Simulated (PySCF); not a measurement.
Field gradients at the hydrogen positions

C5H11N2PSi.
Numbering: `[CH3:1][c:2]1[n:3][n:4]([SiH:5]([CH3:6])[CH3:7])[cH:8][p:9]1` (hydrogens: H10, H11, H12 on C1; H13 on Si5; H14, H15, H16 on C6; H17, H18, H19 on C7; H20 on C8)

Structure used (GFN2-xTB), in Å, numbered top down from 1:
```xyz
20
C5H11N2PSi angstrom
C      3.2632    0.7389   -0.1497
C      2.1014   -0.1356   -0.4757
N      0.9057    0.1747   -0.0612
N     -0.0011   -0.7216   -0.4477
Si    -1.6610   -0.3793    0.0734
C     -2.1317    1.2941   -0.6821
C     -1.6388   -0.3472    1.9685
C      0.4931   -1.7429   -1.1715
P      2.1861   -1.6412   -1.4244
H      3.7329    1.0976   -1.0649
H      4.0084    0.1796    0.4147
H      2.9282    1.5886    0.4403
H     -2.4394   -1.4989   -0.4739
H     -2.1374    1.2525   -1.7678
H     -1.4199    2.0602   -0.3864
H     -3.1181    1.6099   -0.3579
H     -2.6107   -0.0790    2.3702
H     -1.3661   -1.3154    2.3793
H     -0.9148    0.3780    2.3300
H     -0.1850   -2.5023   -1.5161
```

Level: PBE0/pcSseg-1 (PySCF, non-relativistic); Q(2H) = 0.00286 b; rigid geometry, the same for H and D, with no vibrational averaging.

Task: Rank these positions by the coupling χzz of a deuteron there, largest first.
A. H10 (methyl hydrogen)
B. H16 (methyl hydrogen)
C. H20 (aromatic hydrogen)
D. H13 (Si–H hydrogen)

Result: C (227 kHz), B (220 kHz), A (209 kHz), D (104 kHz).

Task: What are Vzz, η and χzz (234.96 MHz × Q × Vzz) at all hydrogens?

Result: 
```
atom  bonded to  bond length (Å)  Vzz (au)     η  χzz (kHz)
 H10         C1            1.089    0.3105  0.03        209
 H11         C1            1.089    0.3105  0.03        209
 H12         C1            1.087    0.3133  0.02        211
 H13        Si5            1.469    0.1549  0.05        104
 H14         C6            1.086    0.3237  0.00        218
 H15         C6            1.087    0.3208  0.02        216
 H16         C6            1.085    0.3267  0.00        220
 H17         C7            1.085    0.3267  0.00        220
 H18         C7            1.086    0.3237  0.00        218
 H19         C7            1.087    0.3209  0.02        216
 H20         C8            1.075    0.3379  0.08        227
```

Task: Average by the element that carries the hydrogen.

Result: on C: 216 kHz over 10 positions, mean bond length 1.086 Å; on Si: 104 kHz over 1 position, mean bond length 1.469 Å.

Task: How does χzz go with the bond length over the 10 C–H bonds?

Result: A straight-line fit has a slope of -12.2 kHz for each 0.01 Å, with a correlation coefficient of -0.88, over lengths from 1.075 to 1.089 Å. The longer bonds have the smaller couplings here.

The structure is a single GFN2-xTB conformer in the gas phase; no vibrational or solvent corrections. GFN2-xTB bond lengths can be off by several hundredths of an ångström, more for odd bonds, and the gradients follow them. These gradients aren't converged with respect to the basis.
